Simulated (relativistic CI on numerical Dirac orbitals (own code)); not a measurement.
**Re³⁺: N6,7 absorption edge**

Computed with this model: Dirac-Coulomb-Breit CI, separate exchange-only KLI orbitals for each configuration, model QED (radiative potential, 1s self-energy scaled to tabulated hydrogen-like ionisation energies), multiplet model of core-to-valence dipole absorption, unscaled Slater integrals; configurations [Xe] 4f14 5d4 → [Xe] 4f13 5d5; 80 K; Lorentzian 0.3 eV and Gaussian 0.3 eV FWHM. Energies are those of the free ion, without screening or charge transfer. The branching ratio is the share of the lower-energy edge in the whole absorption, uncertain by about 0.02 where the edges overlap. S is read from ⟨S²⟩ = S(S + 1).

Field parameters in Wybourne normalisation: D4h B²₀ = −7Ds, B⁴₀ = 21(Dq − Dt), B⁴₄ = 21√(5/14) Dq. The field is a parameter set, without covalency.

free ion: ground-state S = 1.86, centroid 42.60 eV. Peaks (eV, height): 39.9 (27), 41.7 (79), 42.1 (100), 44.2 (42), 44.6 (36).

D4h, 10Dq = 24300, Ds = -1500, Dt = 440 cm⁻¹: ground-state S = 1.21, centroid 43.17 eV. Peaks (eV, height): 40.2 (51), 41.5 (100), 43.4 (96), 44.0 (97), 45.4 (47).

D4h, 10Dq = 24300, Ds = 3000, Dt = 440 cm⁻¹: ground-state S = 1.51, centroid 43.17 eV. Peaks (eV, height): 40.3 (50), 41.2 (76), 43.8 (100), 45.1 (53).

Strongest unbroadened transitions for D4h, 10Dq = 24300, Ds = 3000, Dt = 440 cm⁻¹:

```tsv
Energy (eV)	Relative strength
40.14	75.0
40.24	72.2
40.41	48.7
40.66	37.2
41.20	73.3
41.23	75.1
41.24	86.7
41.51	35.3
41.67	41.5
41.69	100.0
42.02	39.0
42.83	44.6
43.30	37.2
43.51	36.0
43.71	50.2
43.81	39.9
43.82	60.2
45.22	38.2
```
